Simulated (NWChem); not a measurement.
System: I₂ anion, doublet

The following NWChem deck was run.

```
start job
memory heap 200 mb stack 900 mb global 1100 mb
charge -1
geometry units angstroms noautoz
  I      0.000000     0.000000    -1.681490
  I      0.000000     0.000000     1.681490
end
basis spherical
  I library def2-svpd
end
ecp
  I library def2-ecp
end
dft
  odft
  mult 2
  xc xcamb88 1.00 lyp 0.81 vwn_5 0.19 hfexch 1.00
  cam 0.33 cam_alpha 0.19 cam_beta 0.46
  iterations 150
  mulliken
end
task dft energy
```

Geometry: optimised at B3LYP/def2-SVPD, spin-unrestricted. No stability test was run on the SCF state. def2 effective core potentials on I; no spin-orbit coupling.

Question: Give the results of this calculation. (CAM-B3LYP/def2-SVPD with def2 effective core potentials on I, spin-unrestricted.) Quantities: energy (Ha); highest occupied level (eV); lowest empty minus highest occupied level, either spin (eV); <S²>.

Answer: The energy (Ha) comes out as -595.52, the highest occupied level (eV) comes out as -3.19 and the lowest empty minus highest occupied level, either spin (eV) is 4.41. The <S²> is 0.755.
